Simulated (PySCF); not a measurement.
Structure with atom numbers: `[CH3:1][O:2][C@@H:3]([C:4]([CH3:5])=[O:6])[Si@@H:7]([F:8])[O:9][CH3:10]`. Each H is labelled by its parent atom.

[PySCF 2.14.0 with density-fitted response routines: geometry from GFN2-xTB; PBE0/pcSseg-1 with gauge-including orbitals; single conformer; no solvent model; one averaged value for each set of equivalent atoms; no relativistic terms]

Referencing at the same level of theory: $^{13}$C (186.93 ppm), $^{1}$H (31.72 ppm), $^{29}$Si (349.16 ppm) vs TMS; $^{17}$O (336.08 ppm) against H2O; $^{19}$F (170.95 ppm) vs CFCl3.

| atoms | nucleus | count | Hirshfeld charge | δ (ppm) |
| --- | --- | --- | --- | --- |
| O9 | $^{17}$O | 1 | -0.22 | 35.9 |
| C5 | $^{13}$C | 1 | -0.13 | 31.2 |
| Si7 | $^{29}$Si | 1 | 0.48 | ? |
| H(C10) | $^{1}$H | 3 | 0.05 | 4.01 |
| C1 | $^{13}$C | 1 | -0.04 | 61.1 |
| C3 | $^{13}$C | 1 | -0.05 | ? |
| F8 | $^{19}$F | 1 | -0.20 | -179.9 |
| H(C3) | $^{1}$H | 1 | 0.05 | ? |
| O6 | $^{17}$O | 1 | -0.24 | 645.6 |
| O2 | $^{17}$O | 1 | -0.12 | 10.4 |
| C4 | $^{13}$C | 1 | 0.16 | 215.9 |
| H(C5) | $^{1}$H | 3 | 0.05 | 2.39 |
| H(C1) | $^{1}$H | 3 | 0.04 | ? |
| C10 | $^{13}$C | 1 | -0.03 | 53.2 |
| H(Si7) | $^{1}$H | 1 | -0.07 | ? |

**Question.** Estimate the values marked ?.

**Answer.** 
- C3: 87.9 ppm, sp3 CH bonded to O and Si, α to a carbonyl; pulled downfield by the heteroatom
- H(Si7): 4.77 ppm, hydrogen on a silicon bonded to C, F, O
- H(C1): 3.75 ppm, hydrogen on a methyl carbon bonded to O; its carbon carries O, an electronegative neighbour
- H(C3): 3.29 ppm, hydrogen on an sp3 CH bonded to O and Si, α to a carbonyl; its carbon carries O, which withdraws density
- Si7: -17.8 ppm, silicon bonded to C, F, O, H

Shifts are as computed. Against solution values, carbons near 30 ppm lie about +3 ppm off and those near 130 ppm about +5 ppm. Of 1309 compounds with measured shifts, 239 miss one by over three times the rms of a fit or turn the order of signals round; such compounds aren't used in these exercises. Unscaled 19F shifts against computed CFCl3 carry errors that often reach 10 to 50 ppm. Unscaled 17O shifts of doubly bonded oxygen tend to come out too high, by tens of ppm or more. Experimental scales use liquid or dissolved standards, which lie at an offset from isolated H2O (liquid H2O: subtract about 36 ppm).
